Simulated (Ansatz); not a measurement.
`C[SiH2][Zn][F]` at its PBE0-D4/def2-TZVP geometry, where that method's forces vanish. Charge 0, multiplicity 1.

```xyz
9

C     1.3097    0.4914    0.0035
Si   -0.3865    0.0044    0.6505
Zn   -1.7771   -0.8970   -1.0049
F    -2.8194   -1.5746   -2.2568
H     1.2283    1.2484   -0.7790
H     1.9166    0.9024    0.8135
H     1.8344   -0.3712   -0.4116
H    -1.0636    1.1945    1.2403
H    -0.2424   -0.9981    1.7445
```

Problem. What forces (eV/Å) does B3LYP-D4/def2-TZVPP give on these atoms in the Gaussian-basis code of Ansatz? (An estimate is asked.)

Solution. The calculation gave: 
```
C1   0.082  0.023 -0.038
Si2 -0.077  0.014  0.188
Zn3  0.094  0.061  0.108
F4  -0.124 -0.081 -0.149
H5   0.021 -0.035  0.034
H6  -0.014 -0.016 -0.047
H7  -0.011  0.049  0.015
H8   0.039 -0.074 -0.040
H9  -0.010  0.059 -0.071
```

B3LYP here is the variant with VWN-RPA as its local correlation; programs differ in this.
